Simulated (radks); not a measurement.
Results of a calculation; reference values are marked as such.
Species: Eu II. Configuration: [Xe] 4f7 6s1 (the NIST ground configuration). Level of theory: Dirac Kohn-Sham, PBE, spin-unpolarised, spherical densities, finite nucleus; open shells are shared between the two j in proportion to 2j + 1; Fermi nuclear charge, rms radius 5.1115 fm (a radial shooting solver on a logarithmic mesh with Libxc functionals).

Unscreened Slater integrals over Kohn-Sham orbitals (hartree). Large and small components are both included. Empty in this configuration: 5d3/2.

integral,value
"F0(6s1/2,6s1/2)",0.23332
"F0(6s1/2,4f7/2)",0.30212
"G3(6s1/2,4f7/2)",0.013140
"F0(6s1/2,4f5/2)",0.30251
"G3(6s1/2,4f5/2)",0.012659
"F0(6s1/2,5p3/2)",0.28921
"G1(6s1/2,5p3/2)",0.024111
"F0(6s1/2,5d3/2)",0.26298
"G2(6s1/2,5d3/2)",0.088633
"F0(4f7/2,4f7/2)",0.97576
"F2(4f7/2,4f7/2)",0.44572
"F4(4f7/2,4f7/2)",0.27636
"F6(4f7/2,4f7/2)",0.19792
"F0(4f7/2,4f5/2)",0.98413
"F2(4f7/2,4f5/2)",0.45015
"F4(4f7/2,4f5/2)",0.27921
"G2(4f7/2,4f5/2)",0.44927
"G4(4f7/2,4f5/2)",0.27869
"G6(4f7/2,4f5/2)",0.19963
"F0(4f7/2,5p3/2)",0.64260
"F2(4f7/2,5p3/2)",0.22715
"G2(4f7/2,5p3/2)",0.13042
"G4(4f7/2,5p3/2)",0.097577
"F0(4f7/2,5d3/2)",0.42837
"F2(4f7/2,5d3/2)",0.10449
"G3(4f7/2,5d3/2)",0.044799
"G5(4f7/2,5d3/2)",0.032846
"F0(4f5/2,4f5/2)",0.99264
"F2(4f5/2,4f5/2)",0.45471
"F4(4f5/2,4f5/2)",0.28216
"F0(4f5/2,5p3/2)",0.64525
"F2(4f5/2,5p3/2)",0.22586
"G2(4f5/2,5p3/2)",0.12771
"G4(4f5/2,5p3/2)",0.095903
"F0(4f5/2,5d3/2)",0.42931
"F2(4f5/2,5d3/2)",0.10300
"G1(4f5/2,5d3/2)",0.059557
"G3(4f5/2,5d3/2)",0.043332
"F0(5p3/2,5p3/2)",0.54400
"F2(5p3/2,5p3/2)",0.29196
"F0(5p3/2,5d3/2)",0.39796
"F2(5p3/2,5d3/2)",0.17883
"G1(5p3/2,5d3/2)",0.20431
"G3(5p3/2,5d3/2)",0.12420
"F0(5d3/2,5d3/2)",0.32825
"F2(5d3/2,5d3/2)",0.16368
